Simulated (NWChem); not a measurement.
Species: CH3Mg, doublet; SMILES [Mg][CH3]

All runs: NWChem. Pople sets run with spherical d functions. Spin-unrestricted. In the optimisation the excess spin sits in a1 (C3v, its own frame). All runs use the structure optimised with PBE0/def2-SVP, spin-unrestricted. This spin state was assumed; another may lie lower. No stability test was run on the SCF state. Vertical excitations in the gas phase. Excited states of an open shell can be spin-contaminated.

Problem. Predict the results for LDA (Slater exchange, VWN5)/6-31+G*, TDA. Quantities: lowest excitation (eV); oscillator strength of that lowest state; lowest empty minus highest occupied level, either spin (eV).

Solution. 
* **lowest excitation (eV)**: 2.52
* **oscillator strength of that lowest state**: 0.105
* **lowest empty minus highest occupied level, either spin (eV)**: 0.93
